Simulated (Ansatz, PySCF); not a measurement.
Caution: the highest occupied level lies above zero, so the state may not be bound. This singlet lies 1.27 eV below the relaxed triplet at the level frozen-core CCSD(T)/aug-cc-pVDZ // PBE0-D3(BJ)/def2-TZVPD (Ansatz, a first-principles code).

```xyz
8

C     -1.2968     0.0078    -0.0835
Al     0.3294    -0.8296    -1.0097
N      1.6436    -0.0655     0.0352
H     -2.2584    -0.2760    -0.5264
H     -1.3179    -0.2874     0.9777
H     -1.2253     1.1068    -0.1147
H      2.6316    -0.2248    -0.0908
H      1.4938     0.5687     0.8121
```

Charge -1, multiplicity 1.

Question: Give the Mulliken and meta-Löwdin atomic charges from PBE-D3(BJ)/def2-TZVPD // PBE0-D3(BJ)/def2-TZVPD in PySCF.

Answer: 
```
atom  Mulliken (e)  meta-Löwdin (e)
----  ------------  ---------------
C1           -0.74            -0.69
Al2          -0.93            -0.16
N3           -0.08            -0.73
H4            0.27             0.09
H5            0.14             0.08
H6            0.14             0.08
H7            0.04             0.18
H8            0.16             0.16
```
